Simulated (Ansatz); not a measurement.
Relaxation of Cl2F2H2OZr (8 atoms, charge 0, multiplicity 1), to a largest force component of 0.03 eV/Å in at most 50 steps.

The calculation used RKS PBE0-D4/def2-SVP (Ansatz).

```xyz
8
Properties=species:S:1:pos:R:3:forces:R:3
Zr 0.389 -0.438 -0.473 0.40 -0.42 1.05
O -0.194 -0.072 2.713 0.43 -0.73 -0.31
H -0.975 -0.275 3.240 0.06 0.00 -0.05
Cl 2.106 0.097 -1.951 0.01 -0.01 -0.02
F -0.482 1.195 -0.130 0.02 0.00 0.01
Cl -1.112 -1.797 -1.620 -0.07 -0.05 0.00
F 1.218 -1.525 0.918 -0.38 0.55 -0.70
H 0.358 -0.883 2.753 -0.47 0.66 0.02
```

**Question.** Where does it end, and by what steps?

**Answer.** The forces met the threshold. After 15 steps the energy has fallen by 0.695 eV; O2 moved furthest, 0.93 Å. Joined: Zr1–O2 (3.26 → 2.35 Å).

```tsv
step	energy less start (eV)	largest force component (eV/Å)	accepted
0	0.0000	1.048	yes
1	-0.0895	1.278	yes
2	-0.2461	1.362	yes
3	-0.4429	1.274	yes
4	-0.5484	1.521	yes
5	-0.5929	0.648	yes
6	-0.6457	0.183	yes
7	-0.6669	0.736	yes
8	-0.6770	0.366	yes
9	-0.6855	0.130	yes
10	-0.6901	0.058	yes
11	-0.6906	0.036	yes
12	-0.6910	0.053	yes
13	-0.6916	0.221	yes
14	-0.6942	0.038	yes
15	-0.6948	0.010	yes
```

```xyz
8
Properties=species:S:1:pos:R:3
Zr 0.465 -0.413 -0.097
O -0.488 -0.642 2.040
H -0.894 0.137 2.442
Cl 1.761 0.124 -1.985
F -0.147 1.338 0.358
Cl -1.204 -1.826 -0.964
F 1.794 -1.313 0.936
H 0.021 -1.104 2.719
```

Whether the end is a true minimum wasn't checked by a vibrational analysis.

Time of the run: 18 s on 4 threads of AMD EPYC 9R45 96-Core Processor (Zen 5), on a shared host, peak memory 0.33 GiB.
